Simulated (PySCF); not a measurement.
# Dipole response of Cr²⁺ (chromium, charge +2)

[Ar] 3d4, high-spin 5D determinant. All numbers are calculated (PySCF 2.14, the spin-free X2C one-electron Hamiltonian (Gaussian nucleus), in aug-cc-pVQZ-DK). Coupled (time-dependent) response in atomic units; α is the mean over directions.

```
method  mean α (bohr³)         α xx, yy, zz  C₆ (like pair)  S(−4)
   UHF           3.659  3.444, 3.444, 4.091           10.90  6.966
```

S(−4) is the Cauchy moment in α(ω) = α(0) + S(−4) ω² + …

α(iu) at UHF:

```json
{"u (hartree)": "0", "α(iu) (bohr³)": "3.659"}
{"u (hartree)": "0.0500", "α(iu) (bohr³)": "3.642"}
{"u (hartree)": "0.100", "α(iu) (bohr³)": "3.592"}
{"u (hartree)": "0.200", "α(iu) (bohr³)": "3.417"}
{"u (hartree)": "0.300", "α(iu) (bohr³)": "3.187"}
{"u (hartree)": "0.500", "α(iu) (bohr³)": "2.722"}
{"u (hartree)": "0.750", "α(iu) (bohr³)": "2.251"}
{"u (hartree)": "1.00", "α(iu) (bohr³)": "1.892"}
{"u (hartree)": "1.50", "α(iu) (bohr³)": "1.385"}
{"u (hartree)": "2.00", "α(iu) (bohr³)": "1.049"}
{"u (hartree)": "3.00", "α(iu) (bohr³)": "0.6535"}
{"u (hartree)": "5.00", "α(iu) (bohr³)": "0.3195"}
```

For an ion, C₆ is the dispersion term alone; charge-induced terms of lower order in 1/R come first.

The components differ because the open shell of this determinant is not spherical; for a pure term their mean is the scalar polarisability.
